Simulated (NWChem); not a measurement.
System: SiNH$_{2}$I, singlet; SMILES N[Si]I

```xyz
5

Si     0.7027     1.5899     0.0000
I     -0.0229    -0.8237     0.0000
N     -0.8484     2.3169     0.0000
H     -1.7503     1.8475     0.0000
H     -0.9381     3.3300     0.0000
```
Atoms are numbered in this order, from 1.

Computed with NWChem. Low-valent species are run as closed-shell singlets; no triplet was tried in these runs. Coordinates come from a PBE0/def2-SVP optimisation. def2 effective core potentials on I; no spin-orbit coupling. Vertical excitations in the gas phase.

Question: What does the run give for PBE/def2-SVP, TDA? Quantities: lowest excitation, singlet (eV); oscillator strength of that lowest state; lowest state with f > 0.02, singlet (eV); orbital gap (eV).

Answer: 
```yaml
lowest excitation, singlet (eV): 3.66
oscillator_strength_of_that_lowest_state: 0.009
lowest state with f > 0.02, singlet (eV): 4.30
orbital gap (eV): 3.28
```
